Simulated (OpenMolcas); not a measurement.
Sn IV: input and output

Input:

```
&GATEWAY
Coord
1

Sn 0.0 0.0 0.0
Basis=ANO-R1
Group=XYZ
NoMove
AngMom=0.0 0.0 0.0
AMFI
&SEWARD
* reference wave functions (RASSCF and RASSI steps not shown): 1 electron in 4 orbitals (5s 5p)
>>> COPY JOB001 $Project.JobIph
&CASPT2
Multistate=1 1
Frozen=8 6
IPEA=0.0
Imaginary=0.5
MaxIter=60
WThr=0.0 0.3 0.05
PrWF=0.5
NoMix
>>> COPY JOB002 $Project.JobIph
&CASPT2
XMultistate=3 1 2 3
Frozen=8 6
IPEA=0.0
Imaginary=0.5
MaxIter=60
WThr=0.0 0.3 0.05
PrWF=0.5
NoMix
```

Launched by
```bash
OMP_NUM_THREADS=1 MOLCAS_MEM=2252 MOLCAS_PROJECT=a pymolcas a.inp > a.log  # once for each step of the input, in one work folder
```

Output, cut to the results:

```
--- CASPT2 ---
Orbital specifications:
      -----------------------

      Symmetry species                           1   2
                                                ag  au
      Frozen orbitals                            8   6
      Inactive orbitals                          6   3
      Active orbitals                            1   3
      Secondary orbitals                         6  10
      Deleted orbitals                           0   0
      Number of basis functions                 21  22
Type of calculation                        SS-CASPT2
      Fock operator                              state-specific
      IPEA shift                                 0.00
      Real shift                                 0.00
      Imaginary shift                            0.50
      The input orbitals will be transformed to quasi-canonical
Reference energy:       -6172.0080774169
      E2 (Non-variational):      -0.3720033715
      Shift correction:          -0.0025243880
      E2 (Variational):          -0.3745277595
      Total energy:           -6172.3826051764
      Residual norm:              0.0000001133
      Reference weight:           0.94459
      Contributions to the CASPT2 correlation energy
      Active & Virtual Only:          0.0000000000
      One Inactive Excited:          -0.0363159200
      Two Inactive Excited:          -0.3356874515
::    CASPT2 Root  1     Total energy:  -6172.38260518
--- CASPT2 ---
Orbital specifications:
      -----------------------

      Symmetry species                           1   2
                                                ag  au
      Frozen orbitals                            8   6
      Inactive orbitals                          6   3
      Active orbitals                            1   3
      Secondary orbitals                         6  10
      Deleted orbitals                           0   0
      Number of basis functions                 21  22
Type of calculation                        XMS-CASPT2
      Fock operator                              state-average
      IPEA shift                                 0.00
      Real shift                                 0.00
      Imaginary shift                            0.50
      The input orbitals will be transformed to quasi-canonical
      The input states will be rotated to diagonalize the Fock operator
Reference energy:       -6171.6891936453
      E2 (Non-variational):      -0.3655369555
      Shift correction:          -0.0026405102
      E2 (Variational):          -0.3681774657
      Total energy:           -6172.0573711110
      Residual norm:              0.0000000250
      Reference weight:           0.94514
      Contributions to the CASPT2 correlation energy
      Active & Virtual Only:         -0.0000000000
      One Inactive Excited:          -0.0313314952
      Two Inactive Excited:          -0.3342054603
Reference energy:       -6171.6891936453
      E2 (Non-variational):      -0.3655369555
      Shift correction:          -0.0026405102
      E2 (Variational):          -0.3681774657
      Total energy:           -6172.0573711110
      Residual norm:              0.0000000250
      Reference weight:           0.94514
      Contributions to the CASPT2 correlation energy
      Active & Virtual Only:         -0.0000000000
      One Inactive Excited:          -0.0313314952
      Two Inactive Excited:          -0.3342054603
::    XMS-CASPT2 Root  1     Total energy:  -6172.05737111
::    XMS-CASPT2 Root  2     Total energy:  -6172.05737111
::    XMS-CASPT2 Root  3     Total energy:  -6172.05737111
```

In XMS-CASPT2 the single-state energies belong to rotated reference states; over a whole degenerate manifold the rotation is arbitrary, and only the multistate roots count.

Levels above the lowest, from the spin-orbit matrix with the multistate effective Hamiltonian, averaged by term, added to it:

```csv
Configuration,Term,J,E (cm-1),Measured (cm-1),g,Term weight %
5s,2S,1/2,0.0,0.0,2.002,100
5p,2P*,1/2,67172,69564,0.666,100
5p,2P*,3/2,73485,76072,1.334,100
```

Against the 2 measured excited levels shown (Moore, Atomic Energy Levels, vol. III, NSRDS-NBS 35 (1971 reprint of NBS Circular 467, 1958)) the mean absolute deviation is 2500 cm-1; the largest miss in energy is 5p 2P* 3/2: computed 73485, measured 76072 cm-1 (-3.4 %).

With one active electron, CASPT2 adds the correlation within the correlated inactive shells and between them and that electron, and leaves the splitting within a term as the reference gives it. The basis is small and was not contracted for so high a charge. Computed and measured levels are paired by configuration, term and J; levels that our copy of the source lacks, or whose pairing is in doubt (as where it misses far off the trend of its configuration), stay unpaired and out of the deviations. Levels of configurations outside the active space are missing.

The CASPT2 steps took 0.73 s on 1 thread of Arm Neoverse V2, on a shared host; the integral step is not counted.

The term weight is that of the spin-free term in the level, not the purity of its configuration. * marks odd parity.
